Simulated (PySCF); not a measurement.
CH9GeNSi, SMILES C[SiH2][NH][GeH3]. Geometry: PBE-D3(BJ)/def2-SVP. The structure was generated by enumeration, and PubChem lists no compound with its InChIKey, so it may never have been made. The values are those of a single conformer.

Q: Give the equilibrium geometry at PBE-D3(BJ)/def2-SVP (PySCF confirms it by a frequency run) as bond lengths and angles. (An estimate is asked for; the answer gives what the named calculation found.)

A: One answer among several that fit: 
Atoms: Si1 C2 N3 Ge4 H5 H6 H7 H8 H9 H10 H11 H12 H13. Bonded distances (Å): Si1–C2 1.885, Si1–N3 1.756, Si1–H5 1.508, Si1–H6 1.514, C2–H7 1.108, C2–H8 1.109, C2–H9 1.109, N3–Ge4 1.853, N3–H10 1.024, Ge4–H11 1.558, Ge4–H12 1.549, Ge4–H13 1.553. Angles (°): C2–Si1–N3 111.1, C2–Si1–H5 110.9, C2–Si1–H6 107.9, N3–Si1–H5 106.0, N3–Si1–H6 113.5, H5–Si1–H6 107.5, Si1–C2–H7 110.8, Si1–C2–H8 110.4, Si1–C2–H9 111.1, H7–C2–H8 108.6, H7–C2–H9 108.1, H8–C2–H9 107.6, Si1–N3–Ge4 127.7, Si1–N3–H10 115.3, Ge4–N3–H10 114.0, N3–Ge4–H11 112.5, N3–Ge4–H12 106.3, N3–Ge4–H13 109.1, H11–Ge4–H12 109.4, H11–Ge4–H13 108.9, H12–Ge4–H13 110.5.
